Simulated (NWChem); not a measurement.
C2H4F2Si; SMILES C=C(F)[SiH2]F

```xyz
9

C     -1.4876     1.1028     0.0000
C     -0.1817     0.8479     0.0000
F      0.7162     1.8788     0.0000
Si     0.6605    -0.8272     0.0000
F     -0.5108    -1.9404     0.0000
H     -2.1944     0.2803     0.0000
H     -1.8732     2.1186     0.0000
H      1.4941    -0.9841     1.2164
H      1.4941    -0.9841    -1.2164
```
Atoms are numbered in this order, from 1.

All runs: NWChem. Medium grid unless said otherwise, to which SCAN and Minnesota functionals are sensitive. The geometry was optimised at B3LYP/6-31G* (spherical d). Total energies of different functionals are on different scales.

```json
[
 {"level": "PBE/def2-TZVP", "energy (Ha)": "-567.5108", "highest occupied level (eV)": "-6.75", "orbital gap (eV)": "5.16", "dipole (D)": "0.25"},
 {"level": "B3LYP/def2-TZVP", "energy (Ha)": "-567.9844", "highest occupied level (eV)": "-7.76", "orbital gap (eV)": "6.91", "dipole (D)": "0.26"},
 {"level": "PW6B95/def2-TZVP", "energy (Ha)": "-568.5250", "highest occupied level (eV)": "-8.10", "orbital gap (eV)": "7.54", "dipole (D)": "0.27"},
 {"level": "PBE0/def2-TZVP", "energy (Ha)": "-567.5454", "highest occupied level (eV)": "-7.99", "orbital gap (eV)": "7.37", "dipole (D)": "0.26"},
 {"level": "TPSSh/def2-TZVP", "energy (Ha)": "-567.9754", "highest occupied level (eV)": "-7.26", "orbital gap (eV)": "6.24", "dipole (D)": "0.27"},
 {"level": "r2SCAN/def2-TZVP", "energy (Ha)": "-567.8005", "highest occupied level (eV)": "-7.00", "orbital gap (eV)": "5.59", "dipole (D)": "0.27"}
]
```
